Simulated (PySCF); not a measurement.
Species: C3H9ClOSi.
SMILES: `CC[Si@@H](Cl)OC`

Level: B3LYP/def2-SVPD in PySCF, non-relativistic, on one gas-phase PBE0-D3(BJ)/def2-SVP geometry that isn't relaxed in the solvent. The solvent is an IEF-PCM continuum (van der Waals radii × 1.2), and excitations are vertical TDDFT with non-equilibrium linear response and a frozen core. Specific hydrogen bonds and non-electrostatic terms are outside this model.

Gas-phase singlets (H = HOMO, L = LUMO):

```json
{"state": "S1", "E (eV)": "7.420", "λ (nm)": "167", "f": "0.018", "leading configurations": "H→L 91%"}
{"state": "S2", "E (eV)": "7.566", "λ (nm)": "164", "f": "0.002", "leading configurations": "H→L+1 72%, H→L+2 10%"}
{"state": "S3", "E (eV)": "7.709", "λ (nm)": "161", "f": "0.011", "leading configurations": "H-1→L 82%"}
{"state": "S4", "E (eV)": "7.806", "λ (nm)": "159", "f": "0.008", "leading configurations": "H-1→L+1 57%, H→L+1 16%, H→L+2 12%"}
{"state": "S5", "E (eV)": "7.851", "λ (nm)": "158", "f": "0.041", "leading configurations": "H→L+2 53%, H-1→L+1 16%, H-1→L+2 11%"}
```

Task: Give the list for acetonitrile (ε = 35.69), n² = 1.81.

Result: 
```
state  E (eV)  λ (nm)      f  leading configurations  change by rank (eV)
   S1   7.402     167  0.030                 H→L 90%               -0.018
   S2   7.550     164  0.003    H→L+1 72%, H→L+2 12%               -0.016
   S3   7.716     161  0.030               H-1→L 88%               +0.007
   S4   7.831     158  0.004  H-1→L+1 73%, H→L+1 10%               +0.025
   S5   7.901     157  0.047               H→L+2 63%               +0.050
```

Task: The ground-state energy changes by -0.119 eV from gas to acetonitrile. By how much does the total energy of gas-phase S5 change?

Result: E(S5) = E(S0) + excitation energy, so it changes by -0.119 + 0.050 = -0.069 eV: it is lowered less than the ground state, which is what a blue shift means. This is the vertical state, with the slow part of the continuum still set for S0.

Task: How do the frontier levels move from gas to acetonitrile?

Result: 
| orbital | gas (eV) | solvent (eV) | change (eV) |
| --- | --- | --- | --- |
| LUMO+2 | 0.62 | 0.78 | +0.16 |
| LUMO+1 | 0.41 | 0.47 | +0.06 |
| LUMO | 0.26 | 0.32 | +0.06 |
| HOMO | -8.12 | -8.05 | +0.07 |
| HOMO-1 | -8.36 | -8.32 | +0.04 |
| HOMO-2 | -8.71 | -8.72 | -0.01 |
| HOMO-3 | -9.13 | -9.20 | -0.07 |

The HOMO–LUMO gap goes from 8.38 to 8.37 eV. Rows go by rank; for LUMO, LUMO+1 and LUMO+2 the atom shares or the degeneracy differ between the runs, so the row needn't follow one orbital.

The values belong to the conformer `[CH3:1][CH2:2][Si@@H:3]([Cl:4])[O:5][CH3:6]`: C1–C2–Si3–Cl4 -175°, C2–Si3–O5–C6 180°.
